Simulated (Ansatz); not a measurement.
A structure relaxed at PBE-D4/def2-SVP in Ansatz, charge 0, singlet:

Cartesian coordinates in Å:
```
Si -3.111 1.655 -0.279
Si 3.382 0.330 -0.962
Si -0.227 0.030 -2.238
Si 0.507 1.954 1.000
Si -2.026 -0.246 2.885
Si 0.856 -1.867 0.918
Si -2.758 -2.179 -0.361
Si 2.760 2.177 0.363
Si -0.856 1.871 -0.916
Si -3.382 -0.330 0.960
Si 2.025 0.245 -2.886
Si 3.110 -1.656 0.277
Si -0.505 -1.950 -0.998
Si 0.226 -0.025 2.240
H -3.986 1.617 -1.509
H -3.520 2.841 0.558
H 4.829 0.471 -1.373
H -1.115 -0.025 -3.460
H 0.089 3.132 1.850
H -2.428 0.928 3.744
H -2.203 -1.508 3.693
H 0.660 -3.135 1.716
H -3.632 -2.251 -1.590
H -2.938 -3.454 0.425
H 2.946 3.454 -0.420
H 3.633 2.242 1.592
H -0.661 3.140 -1.714
H -4.830 -0.472 1.371
H 2.205 1.504 -3.698
H 2.422 -0.933 -3.741
H 3.512 -2.843 -0.563
H 3.989 -1.621 1.503
H -0.084 -3.126 -1.850
H 1.113 0.030 3.463
```

Give its formula and point group.

Si14H20, a nanocrystal cut from cubic silicon. Point group D3d (tolerance 0.1 Å).

Summarise the bond lengths by kind (pairs closer than 1.2 times the sum of covalent radii, bridged metal pairs left out).

18 × Si–Si 2.35 to 2.36 Å; 20 × H–Si 1.51 Å.
